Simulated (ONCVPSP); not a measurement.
## Mo ONCV: all-electron and pseudo phase curves

```
Element                 : Mo
Generator               : ONCVPSP 4.0.1
Type                    : optimised norm-conserving Vanderbilt (ONCV)
Functional              : BLYP
Relativity              : fully relativistic
Frozen core             : [Ar] 3d10
Valence charge          : 14
Reference configuration : 4s2 4p6 4d5 5s0.75 5p0.25
Partial waves           : 4s+5s: rc 2.00 bohr, ncon 3, nbas 6, qcut 6.3 1/bohr, 2 projectors; 4p+5p: rc 2.35 bohr, ncon 3, nbas 6, qcut 6.9 1/bohr, 2 projectors; 4d: rc 1.55 bohr, ncon 5, nbas 8, qcut 7.1 1/bohr, 3 projectors, debl 0.9 Ha
Local potential         : polynomial inside 0.95 bohr (lpopt 3, dvloc0 0 Ha)
Core correction         : polynomial model core, fcfact 0.3
```

Open shells are filled in proportion to 2j + 1.

The phase is arctan(r·R′/R) of the radial function R(r), unwrapped; energies in Ha, scanned from -4 to 5 Ha. A pole is an energy at which the radial function vanishes at the test radius. The pseudo phase is shifted by a multiple of π to meet the all-electron one at the reference energy, and phase errors are pseudo minus all-electron; the curves can meet again beyond the range given. Levels narrower than the energy grid can be missing from the lists of poles. Where the grid stepped over a known ghost or core level, its pole and its step of π were put in at the level’s energy. n/a: not evaluated, since a narrow level or a reset projector energy made the automatic matching unsafe.

```csv
channel,radius (bohr),reference energy (Ha),"poles, all-electron","poles, pseudo",unbroken range about the reference energy with phases within 0.05 rad,phase error 1 Ha above the reference energy (rad)
s,2.03,-0.16,"-2.21, 3.69","-2.21, 2.96, 4.43",below 2.9,-0.004
p3/2,2.39,-0.04,"-1.29, 2.70","-1.29, 2.67",below 4.2,-0.001
p1/2,2.39,-0.05,"-1.40, 2.60","-1.40, 2.58",below 4.2,-0.000
d5/2,1.57,-0.14,1.93,1.93,n/a,n/a
d3/2,1.57,-0.15,1.89,"-2.37, 1.89",above -2.4,+0.000
```

Note: ghosts flagged at negative energy: d5/2 at -68.2 eV, d3/2 at -64.4 eV; GHOST(+) flagged for s at 93.1 eV. A true bound ghost makes a file unfit for plane-wave use.

Phases in the p3/2 channel:

```json
{"E (Ha)": "-3.98", "all-electron": "1.381", "pseudo": "1.381"}
{"E (Ha)": "-3.74", "all-electron": "1.373", "pseudo": "1.373"}
{"E (Ha)": "-3.50", "all-electron": "1.363", "pseudo": "1.363"}
{"E (Ha)": "-3.26", "all-electron": "1.351", "pseudo": "1.351"}
{"E (Ha)": "-3.02", "all-electron": "1.337", "pseudo": "1.337"}
{"E (Ha)": "-2.78", "all-electron": "1.319", "pseudo": "1.319"}
{"E (Ha)": "-2.54", "all-electron": "1.296", "pseudo": "1.296"}
{"E (Ha)": "-2.30", "all-electron": "1.263", "pseudo": "1.263"}
{"E (Ha)": "-2.06", "all-electron": "1.209", "pseudo": "1.209"}
{"E (Ha)": "-1.82", "all-electron": "1.092", "pseudo": "1.092"}
{"E (Ha)": "-1.58", "all-electron": "0.443", "pseudo": "0.443"}
{"E (Ha)": "-1.34", "all-electron": "-1.491", "pseudo": "-1.491"}
{"E (Ha)": "-1.10", "all-electron": "-1.731", "pseudo": "-1.731"}
{"E (Ha)": "-0.86", "all-electron": "-1.835", "pseudo": "-1.835"}
{"E (Ha)": "-0.62", "all-electron": "-1.925", "pseudo": "-1.925"}
{"E (Ha)": "-0.38", "all-electron": "-2.035", "pseudo": "-2.035"}
{"E (Ha)": "-0.14", "all-electron": "-2.204", "pseudo": "-2.204"}
{"E (Ha)": "0.10", "all-electron": "-2.506", "pseudo": "-2.506"}
{"E (Ha)": "0.34", "all-electron": "-3.063", "pseudo": "-3.063"}
{"E (Ha)": "0.58", "all-electron": "-3.717", "pseudo": "-3.717"}
{"E (Ha)": "0.82", "all-electron": "-4.119", "pseudo": "-4.119"}
{"E (Ha)": "1.06", "all-electron": "-4.328", "pseudo": "-4.329"}
{"E (Ha)": "1.30", "all-electron": "-4.449", "pseudo": "-4.450"}
{"E (Ha)": "1.54", "all-electron": "-4.527", "pseudo": "-4.529"}
{"E (Ha)": "1.78", "all-electron": "-4.583", "pseudo": "-4.584"}
{"E (Ha)": "2.02", "all-electron": "-4.625", "pseudo": "-4.627"}
{"E (Ha)": "2.26", "all-electron": "-4.660", "pseudo": "-4.662"}
{"E (Ha)": "2.50", "all-electron": "-4.689", "pseudo": "-4.692"}
{"E (Ha)": "2.74", "all-electron": "-4.716", "pseudo": "-4.720"}
{"E (Ha)": "2.98", "all-electron": "-4.742", "pseudo": "-4.747"}
{"E (Ha)": "3.22", "all-electron": "-4.768", "pseudo": "-4.774"}
{"E (Ha)": "3.46", "all-electron": "-4.795", "pseudo": "-4.805"}
{"E (Ha)": "3.70", "all-electron": "-4.826", "pseudo": "-4.842"}
{"E (Ha)": "3.94", "all-electron": "-4.864", "pseudo": "-4.891"}
{"E (Ha)": "4.18", "all-electron": "-4.915", "pseudo": "-4.964"}
{"E (Ha)": "4.42", "all-electron": "-4.989", "pseudo": "-5.093"}
{"E (Ha)": "4.66", "all-electron": "-5.115", "pseudo": "-5.399"}
{"E (Ha)": "4.90", "all-electron": "-5.378", "pseudo": "-6.300"}
```
